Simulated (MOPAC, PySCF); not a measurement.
Ligands exchanged one at a time, B H-OH. All species are isolated molecules in the gas phase. One relaxed conformer stands for each flexible species; it need not be the lowest. Strings in code marks are SMILES.

Quantity: vertical ionisation energy (energy after one electron is removed minus that of the parent at the parent's geometry), in eV.

Level 1: PBE-D3(BJ)/def2-TZVP // PBE0-D4/def2-TZVP (PySCF)
Level 2: minus the HOMO energy of PBE-D3(BJ)/def2-TZVP // PBE0-D4/def2-TZVP (PySCF)
Level 3: minus the HOMO energy of PBE0-D4/def2-TZVP (PySCF)
Level 4: minus the HOMO energy of PM6 // PBE0-D4/def2-TZVP (MOPAC)

```json
[
 {"species": "`B`", "level 2": "8.47", "level 3": "9.92", "level 4": "11.70"},
 {"species": "`BO`", "level 2": "7.36", "level 3": "8.86", "level 4": "10.87"}
]
```

Question: What does level 1 give for each?

Answer: 
- `B`: 12.88
- `BO`: 11.44
